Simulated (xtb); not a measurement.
CHO, doublet, at a GFN2-xTB geometry; GFN0-xTB with ALPB(ch2cl2) (xtb).

Input for xtb:
```
$ xtb mol.xyz --gfn 0 --uhf 1 --alpb ch2cl2 --json

# file mol.xyz
3

C      0.05077793     0.58558918     0.01134278
O      0.06582174    -0.59411259    -0.01340927
H     -0.83124157     1.23936563     0.03921745
```

It wrote (shortened):

```
   ID    Z sym.   atoms
    1    6 C      1
    2    8 O      2
    3    1 H      3

           -------------------------------------------------
          |                Calculation Setup                |
           -------------------------------------------------

           -------------------------------------------------
          |                 G F N 0 - x T B                 |
           -------------------------------------------------

      * Solvation model:               ALPB
        Solvent                        ch2cl2
        Parameter file                 internal GFN-FF/ALPB
        Dielectric constant                8.9300E+00
        Reference state                gsolv [1 M gas/solution]
        Free energy shift                  3.5387E-03 Eh       2.2205E+00 kcal/mol
        Temperature                        2.9815E+02 K
        Density                            1.3300E+00 kg/L
        Solvent mass                       8.4930E+01 g/mol
        Interaction kernel             P16
        Born radius scaling (c1)           1.6950E+00
        Born radii integrator          GBOBC
        Born offset                        0.0000E+00 a0       0.0000E+00 AA
        H-bond correction              false
        Ion screening                  false
        Surface tension                    1.0000E-05 Eh       1.5569E+01 dyn/cm
        Grid points                               230 per atom

          ...................................................
          :                      SETUP                      :
          :.................................................:
          :  # basis functions                  10          :
          :  # atomic orbitals                  10          :
          :  # shells                            6          :
          :  # electrons                        11          :
          :  electronic temp.          300.0000000     K    :
          :  accuracy                    1.0000000          :
          :  -> integral cutoff          0.2500000E+02      :
          :  -> integral neglect         0.1000000E-07      :
          ...................................................

         :::::::::::::::::::::::::::::::::::::::::::::::::::::
         ::                     SUMMARY                     ::
         :::::::::::::::::::::::::::::::::::::::::::::::::::::
         :: total energy              -5.856363230268 Eh    ::
         :: total w/o Gsasa/hb        -5.853256424643 Eh    ::
         :: gradient norm              0.036253665693 Eh/a0 ::
         :: HOMO-LUMO gap              1.456631272793 eV    ::
         ::.................................................::
         :: H0 energy                 -5.872770577026 Eh    ::
         :: repulsion energy           0.058321031228 Eh    ::
         :: electrostat energy        -0.028843244581 Eh    ::
         :: -> Gsolv                   0.000000000000 Eh    ::
         ::    -> Gsasa               -0.006645458746 Eh    ::
         ::    -> Gshift               0.003538653122 Eh    ::
         :: dispersion energy         -0.000195715931 Eh    ::
         :: short-range corr.         -0.012874723958 Eh    ::
         :: add. restraining           0.000000000000 Eh    ::
         :: total charge               0.000000000000 e     ::
         :::::::::::::::::::::::::::::::::::::::::::::::::::::

           -------------------------------------------------
          |                Property Printout                |
           -------------------------------------------------

    * Orbital Energies and Occupations

         #    Occupation            Energy/Eh            Energy/eV
      -------------------------------------------------------------
         1        2.0000           -0.6962341             -18.9455
         2        2.0000           -0.5991036             -16.3024
         3        2.0000           -0.5184588             -14.1080
         4        2.0000           -0.4907464             -13.3539
         5        2.0000           -0.4705823             -12.8052
         6        1.0000           -0.3225201              -8.7762 (HOMO)
         7                         -0.2689899              -7.3196 (LUMO)
         8                         -0.1138529              -3.0981
         9                          0.2329633               6.3393
        10                          0.4251445              11.5688
      -------------------------------------------------------------
                  HL-Gap            0.0535302 Eh            1.4566 eV
             Fermi-level            0.0000000 Eh            0.0000 eV

     #   Z          covCN         q      C6AA      α(0)
     1   6 C        1.779     0.236    26.177     8.261
     2   8 O        0.856    -0.392    21.458     6.216
     3   1 H        0.923     0.157     1.348     1.816

 Mol. C6AA /au·bohr⁶  :        118.013134
 Mol. C8AA /au·bohr⁸  :       2719.125685
 Mol. α(0) /au        :         16.292081

Wiberg/Mayer (AO) data.
largest (>0.10) Wiberg bond orders for each atom

 ---------------------------------------------------------------------------
     #   Z sym  total        # sym  WBO       # sym  WBO       # sym  WBO
 ---------------------------------------------------------------------------
     1   6 C    3.360 --     2 O    2.389     3 H    0.972
     2   8 O    2.439 --     1 C    2.389
     3   1 H    1.022 --     1 C    0.972
 ---------------------------------------------------------------------------

Topologies differ in total number of bonds
Writing topology from bond orders to xtbtopo.mol

 dipole moment from electron density (au)
     X       Y       Z
  -0.2827  -0.0343   0.0039  total (Debye):    0.724

           -------------------------------------------------
          | TOTAL ENERGY               -5.856363230268 Eh   |
          | GRADIENT NORM               0.036253665693 Eh/α |
          | HOMO-LUMO GAP               1.456631272793 eV   |
           -------------------------------------------------

normal termination of xtb
```
